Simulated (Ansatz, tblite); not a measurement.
Spin states of the cluster Cd₂S₂ (the lowest singlet isomer of a short search), each relaxed with r2SCAN-D4/def2-SVP in Ansatz. Electronic energies in the gas phase.

In the def2 sets Cd takes a core potential; there is no spin–orbit coupling. The xTB rows come from tblite. LC-ωPBE has ω = 0.4 bohr⁻¹. B3LYP takes the VWN-RPA correlation. HSE06 is defined as in plane-wave codes, on full-range PBE exchange. Correlated methods freeze 10 core orbitals; core or outer-core shells of Cd are correlated, in sets that lack core-valence functions. Another isomer (singlet) lies 0.06 eV lower at PBE-D4/def2-TZVP.

Singlet geometry (D2h within 0.1 Å):

| atom | x (Å) | y (Å) | z (Å) |
| --- | --- | --- | --- |
| Cd1 | -1.2003 | -0.4785 | -1.9125 |
| Cd2 | 1.2013 | 0.4792 | 1.9118 |
| S3 | 0.3391 | -1.1062 | 0.0639 |
| S4 | -0.3402 | 1.1055 | -0.0632 |

Triplet geometry (D2h within 0.1 Å):

```xyz
4

Cd   -0.317    2.052   -1.628
Cd    0.317   -2.052    1.628
S     0.133   -0.621   -0.808
S    -0.134    0.620    0.808
```

Quintet geometry (D2h within 0.1 Å):

```xyz
4

Cd    1.7822    0.9631    0.5268
Cd   -1.7843   -0.9583   -0.5283
S    -0.5493    0.2354    1.4283
S     0.5514   -0.2401   -1.4268
```

⟨S²⟩: triplet 2.02 at PBE0-D4/def2-TZVP (pure 2.00), quintet 6.02 at PBE0-D4/def2-TZVP (pure 6.00).

Run but left out: HF/STO-3G (singlet: restricted singlet, unstable in another Hartree–Fock run and untested here); HF/def2-TZVP, r2SCAN-D4/def2-TZVP, PBE0-D4/def2-TZVP, B2PLYP/def2-TZVP, PBE-QIDH/def2-TZVP (singlet: restricted singlet, unstable towards broken spin symmetry).

Only these spin states were relaxed. The quintet has other bonds than the singlet, so the gap mixes isomer and spin.

| level | triplet − singlet (kcal/mol) | quintet − singlet (kcal/mol) | lowest of these |
| --- | --- | --- | --- |
| GFN1-xTB | 10.3 | 92.9 | singlet |
| GFN2-xTB | 16.4 | 65.0 | singlet |
| LDA (SPW92)/def2-TZVP | 4.4 | 46.5 | singlet |
| PBE-D4/def2-TZVP | 0.1 | 39.6 | tie |
| revPBE-D4/def2-TZVP | -1.1 | 37.8 | triplet |
| B3LYP-D4/def2-TZVP | -3.3 | 34.6 | triplet |
| HSE06-D4/def2-TZVP | -1.0 | 35.6 | triplet |
| BHLYP-D4/def2-TZVP | -5.9 | 25.0 | triplet |
| CAM-B3LYP-D4/def2-TZVP | -5.8 | 28.4 | triplet |
| LC-ωPBE/def2-TZVP | -7.3 | 14.6 | triplet |
| ωB97M-V/def2-TZVP | -3.4 | 30.9 | triplet |
| RPA@PBE/def2-TZVP | 4.0 | 31.8 | singlet |

The xTB methods have no term that favours high spin, so they put low spin too low.
